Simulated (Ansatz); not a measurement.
Abridged output of a molecular run in Ansatz:

```
Functional definition: HF
1800 factors; integrals over basis functions are off by at most 1.4e-3 eV
mean field evaluation 1: about -43464.0893 eV, gradient 4.3e1 eV
mean field evaluation 2: about -43464.1039 eV, gradient 4.3e1 eV
mean field evaluation 4: about -43469.2224 eV, gradient 5.4e0 eV
mean field evaluation 8: about -43469.3187 eV, gradient 1.3e-1 eV
mean field evaluation 16: about -43469.2951 eV, gradient 1.3e0 eV
mean field -43469.31875495 eV, -1597.4679996818 hartree, gradient 3.2e-6 eV, S^2 0.000000; 0 other end points of the search recorded, 0 dependent functions left out
19 core orbitals not correlated: weight in the atoms' cores, before any rotation towards them, 1.000 or more for the frozen orbitals, at most 0.000 for the correlated occupied ones
reference -43469.31875495 eV, -1597.4679996818 hartree; 29, 29 occupied and 133, 133 virtual orbitals, 1800 factors
second order -33.98320909 eV of doubles, -0.00000000 eV of singles
cycle   1  -34.84107805 eV  change   -8.6e-1 eV  update   1.7e-1
cycle   2  -35.64954704 eV  change   -8.1e-1 eV  update   6.7e-2
cycle   3  -35.94981338 eV  change   -3.0e-1 eV  update   3.4e-2
cycle   4  -35.95029582 eV  change   -4.8e-4 eV  update   9.5e-3
cycle   5  -35.94314080 eV  change    7.2e-3 eV  update   4.1e-3
cycle   6  -35.94311294 eV  change    2.8e-5 eV  update   1.6e-3
cycle   7  -35.94273592 eV  change    3.8e-4 eV  update   8.5e-4
cycle   8  -35.94278576 eV  change   -5.0e-5 eV  update   2.8e-4
cycle   9  -35.94294827 eV  change   -1.6e-4 eV  update   1.1e-4
cycle  10  -35.94292740 eV  change    2.1e-5 eV  update   4.3e-5
perturbative correction -1.19091572 eV, -0.0437653453 hartree
Total energy: -43506.45259806 eV, -1598.8326432460 hartree
```

Its atoms:

Cartesian coordinates in Å:
```
C -0.984 -1.868 -0.099
C -0.806 -0.528 -0.793
N 0.152 0.344 -0.139
C 1.538 -0.072 -0.221
Zr -0.052 2.046 0.843
Cl 1.209 3.658 -0.320
Cl -2.337 2.555 0.915
Cl 0.872 1.712 2.981
H -1.316 -1.728 0.932
H -1.735 -2.463 -0.623
H -0.058 -2.446 -0.085
H -0.488 -0.684 -1.833
H -1.767 -0.010 -0.834
H 1.718 -1.016 0.303
H 1.856 -0.174 -1.266
H 2.198 0.674 0.241
```

(1) Which basis set was used?
A. def2-SVP
B. def2-QZVPP
C. def2-TZVPP
D. cc-pV(Q+d)Z

(2) Write the keys of the input that set method, charge and spin (a neutral closed shell needs none for the last two).

Answers

(1) A. It gives 181 functions.

(2) 
```yaml
correlation: {method: ccsd_t}
```
